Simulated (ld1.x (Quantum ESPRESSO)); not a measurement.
**How hard is this Br TM potential?**

* Element: Br (Z = 35)
* Generator: ld1.x (Quantum ESPRESSO) 7.5
* Type: norm-conserving Troullier–Martins (Kleinman–Bylander form)
* Functional: PBEsol
* Relativity: scalar-relativistic
* Frozen core: [Ar]
* Valence charge: 17
* Reference configuration: 3d10 4s1.5 4p5.5
* Partial waves: 4p (bound): rc 1.70 bohr; 3d (bound): rc 0.85 bohr; 4s (bound): rc 1.50 bohr
* Local potential: the s channel
* Core correction: a·sin(br)/r model core, default radius (core density twice the valence density)

The pseudo-atom Hamiltonian at the reference potential is diagonalised in spherical Bessel functions j_l(qr) that vanish at 20 bohr, with q² up to the cutoff. All-electron valence levels (Ry): 4p -0.5996, 3d -4.9606, 4s -1.5094.

How do the lowest levels (Ry) of each channel move with the cutoff, and are there ghosts?

```csv
cutoff (Ry),p #1,p #2,d #1,d #2,s #1,f #1,Σ f·Δε (mRy)
8,-0.5232,0.0354,0.0713,0.1524,-1.3009,0.1182,51044.5
18,-0.5853,0.0333,0.0711,0.1504,-1.4909,0.1182,50415.9
35,-0.5992,0.0328,0.0711,0.1502,-1.5003,0.1182,50324.6
55,-0.5995,0.0328,0.0709,0.1487,-1.5086,0.1182,50309.1
90,-0.5996,0.0328,0.0585,0.0965,-1.5092,0.1182,50183.2
140,-0.5996,0.0328,-2.7772,0.0722,-1.5093,0.1182,21826.2
230,-0.5996,0.0328,-4.8325,0.0720,-1.5094,0.1182,1272.8
400,-0.5996,0.0328,-4.9598,0.0720,-1.5094,0.1182,0.0
```

Result: no extra level below or beside the all-electron valence levels (p, d, s, f tested); 10 mRy is reached at over 300 Ry and 1 mRy at over 300 Ry.
